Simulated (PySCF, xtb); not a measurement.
BrSi, SMILES [Si]Br (connectivity only; charge and spin as stated), charge +1, multiplicity 1.

GFN2-xTB run with xtb 6.7.1 at its own geometry gives an orbital gap of 3.22 eV.

Geometry: B3LYP-D3(BJ)/def2-TZVP. The spin state was assumed, not searched.

Question: What does PBE0/def2-TZVPD (PySCF) give? (The exact figures need the calculation; the answer reports its results.)

Answer: gap 6.10 eV (levels -15.56 and -9.46 eV).
